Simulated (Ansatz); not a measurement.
Computed with Ansatz.

Basis-set series for Cl$_{2}$F$_{2}$H$_{2}$O$_{2}$W, SMILES `[OH][W]([OH])([F])([F])([Cl])[Cl]`. Charge 0, multiplicity 1. W: def2 effective core potential. The structure was optimised at the PBE0-D4/def2-TZVP level. It is one conformer, not always the lowest.

```csv
functional,basis,functions,energy (Eh),HOMO (eV),LUMO (eV)
PBE0-D4,def2-TZVPP,292,-1338.63397,-9.14,-3.86
PBE0-D4,def2-QZVPP,509,-1338.68050,-9.17,-3.90
ωB97M-V,def2-TZVPP,292,-1339.05678,-11.39,-1.82
ωB97M-V,def2-QZVPP,509,-1339.10108,-11.43,-1.89
```

(1) Give the rows for def2-SVP. (Best estimate.)

Results:

(1) The calculation gave: 
```json
{"functional": "PBE0-D4", "basis": "def2-SVP", "functions": "134", "energy (Eh)": "-1337.85618", "HOMO (eV)": "-9.13", "LUMO (eV)": "-3.93"}
{"functional": "ωB97M-V", "basis": "def2-SVP", "functions": "134", "energy (Eh)": "-1338.27251", "HOMO (eV)": "-11.35", "LUMO (eV)": "-1.87"}
```
